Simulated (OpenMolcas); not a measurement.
**Multiconfigurational calculation on Al II**

Input:

```
&GATEWAY
Coord
1

Al 0.0 0.0 0.0
Basis=ANO-RCC-VTZP
Group=XYZ
NoMove
AngMom=0.0 0.0 0.0
AMFI
&SEWARD
* reference wave functions (RASSCF and RASSI steps not shown): 2 electrons in 9 orbitals (RAS2 3s 3p; RAS3 3d, at most 2 electrons)
>>> COPY JOB001 $Project.JobIph
&CASPT2
Multistate=3 1 2 3
Frozen=1 0
IPEA=0.25
Imaginary=0.1
MaxIter=60
WThr=0.0 0.3 0.05
PrWF=0.5
NoMix
>>> COPY JOB002 $Project.JobIph
&CASPT2
Multistate=7 1 2 3 4 5 6 7
Frozen=1 0
IPEA=0.25
Imaginary=0.1
MaxIter=60
WThr=0.0 0.3 0.05
PrWF=0.5
NoMix
>>> COPY JOB003 $Project.JobIph
&CASPT2
Multistate=3 1 2 3
Frozen=1 0
IPEA=0.25
Imaginary=0.1
MaxIter=60
WThr=0.0 0.3 0.05
PrWF=0.5
NoMix
...
```

Output, cut to the results:

```
--- CASPT2 ---
Orbital specifications:
      -----------------------

      Symmetry species                           1   2
                                                ag  au
      Frozen orbitals                            1   0
      Inactive orbitals                          1   3
      Active orbitals                            6   3
      Secondary orbitals                         7  13
      Deleted orbitals                           0   0
      Number of basis functions                 15  19
Type of calculation                        MS-CASPT2
      Fock operator                              state-specific
      IPEA shift                                 0.25
      Real shift                                 0.00
      Imaginary shift                            0.10
      The input orbitals will be transformed to quasi-canonical
Reference energy:        -241.7246741642
      E2 (Non-variational):      -0.2056546525
      Shift correction:          -0.0000164432
      E2 (Variational):          -0.2056710957
      Total energy:            -241.9303452600
      Residual norm:              0.0000001567
      Reference weight:           0.98662
      Contributions to the CASPT2 correlation energy
      Active & Virtual Only:         -0.0009499547
      One Inactive Excited:          -0.0101546420
      Two Inactive Excited:          -0.1945500557
Reference energy:        -241.7246741642
      E2 (Non-variational):      -0.2056546535
      Shift correction:          -0.0000164432
      E2 (Variational):          -0.2056710967
      Total energy:            -241.9303452610
      Residual norm:              0.0000001567
      Reference weight:           0.98662
      Contributions to the CASPT2 correlation energy
      Active & Virtual Only:         -0.0009499549
      One Inactive Excited:          -0.0101546429
      Two Inactive Excited:          -0.1945500557
::    CASPT2 Root  1     Total energy:   -241.93034526
::    CASPT2 Root  2     Total energy:   -241.93034526
::    CASPT2 Root  3     Total energy:   -241.93034526
::    MS-CASPT2 Root  1     Total energy:   -241.93034526
::    MS-CASPT2 Root  2     Total energy:   -241.93034526
::    MS-CASPT2 Root  3     Total energy:   -241.93034526
--- CASPT2 ---
Orbital specifications:
      -----------------------

      Symmetry species                           1   2
                                                ag  au
      Frozen orbitals                            1   0
      Inactive orbitals                          1   3
      Active orbitals                            6   3
      Secondary orbitals                         7  13
      Deleted orbitals                           0   0
      Number of basis functions                 15  19
Type of calculation                        MS-CASPT2
      Fock operator                              state-specific
      IPEA shift                                 0.25
      Real shift                                 0.00
      Imaginary shift                            0.10
      The input orbitals will be transformed to quasi-canonical
Reference energy:        -242.1439551328
      E2 (Non-variational):      -0.2126980188
      Shift correction:          -0.0000356866
      E2 (Variational):          -0.2127337054
      Total energy:            -242.3566888382
      Residual norm:              0.0000005905
      Reference weight:           0.98391
      Contributions to the CASPT2 correlation energy
      Active & Virtual Only:         -0.0039728094
      One Inactive Excited:          -0.0140260725
      Two Inactive Excited:          -0.1946991369
Reference energy:        -241.7588886450
      E2 (Non-variational):      -0.2046314069
      Shift correction:          -0.0000374041
      E2 (Variational):          -0.2046688111
      Total energy:            -241.9635574561
      Residual norm:              0.0000009567
      Reference weight:           0.98593
      Contributions to the CASPT2 correlation energy
      Active & Virtual Only:         -0.0011102668
      One Inactive Excited:          -0.0082527931
      Two Inactive Excited:          -0.1952683470
::    CASPT2 Root  1     Total energy:   -242.35668884
::    CASPT2 Root  2     Total energy:   -241.96355746
::    CASPT2 Root  3     Total energy:   -241.96355061
::    CASPT2 Root  4     Total energy:   -241.96355025
::    CASPT2 Root  5     Total energy:   -241.96355081
::    CASPT2 Root  6     Total energy:   -241.96354991
::    CASPT2 Root  7     Total energy:   -241.84901963
::    MS-CASPT2 Root  1     Total energy:   -242.35694003
::    MS-CASPT2 Root  2     Total energy:   -241.96358453
::    MS-CASPT2 Root  3     Total energy:   -241.96356343
::    MS-CASPT2 Root  4     Total energy:   -241.96355777
::    MS-CASPT2 Root  5     Total energy:   -241.96354225
::    MS-CASPT2 Root  6     Total energy:   -241.96351105
::    MS-CASPT2 Root  7     Total energy:   -241.84876844
--- CASPT2 ---
Orbital specifications:
      -----------------------

      Symmetry species                           1   2
                                                ag  au
      Frozen orbitals                            1   0
      Inactive orbitals                          1   3
      Active orbitals                            6   3
      Secondary orbitals                         7  13
      Deleted orbitals                           0   0
      Number of basis functions                 15  19
Type of calculation                        MS-CASPT2
      Fock operator                              state-specific
      IPEA shift                                 0.25
      Real shift                                 0.00
      Imaginary shift                            0.10
      The input orbitals will be transformed to quasi-canonical
Reference energy:        -241.9823191586
      E2 (Non-variational):      -0.2065165021
      Shift correction:          -0.0000164445
      E2 (Variational):          -0.2065329467
...
```

Levels above the lowest, from the spin-orbit matrix with the single-state CASPT2 energies, averaged by term, on its diagonal:

| Configuration | Term | J | E (cm⁻¹) | Measured (cm⁻¹) | Term weight % |
| --- | --- | --- | --- | --- | --- |
| 3s² | ¹S | 0 | 0.0 | 0.0 | 100 |
| 3s 3p | ³P° | 0 | 36735 | 37393 | 100 |
| 3s 3p | ³P° | 1 | 36785 | 37454 | 100 |
| 3s 3p | ³P° | 2 | 36887 | 37578 | 100 |
| 3s 3p | ¹P° | 1 | 59743 | 59852 | 100 |

Against the 4 measured excited levels shown (NIST Handbook of Basic Atomic Spectroscopic Data) the mean absolute deviation is 530 cm-1; the largest miss in energy is 3s 3p ³P°₂: computed 36887, measured 37578 cm⁻¹ (-1.8 %).

Active for correlation alone: 3d; no level in the range computed is led by a configuration that fills it, so any true level of that kind is missing. Measured partners are found by configuration, term and J. A level has none where our copy of the source lacks it or the pairing is in doubt (some pairs that miss far off the trend of their configuration count as doubtful), and it then counts in no deviation. Only configurations of the active space appear. The first state left out of the spin-orbit step lies near 110000 cm-1 above the lowest spin-free state of the reference (among the parities and spins computed), and the list stops at four fifths of that energy or lower.

The term weight is that of the spin-free term in the level, not the purity of its configuration. ° marks odd parity.
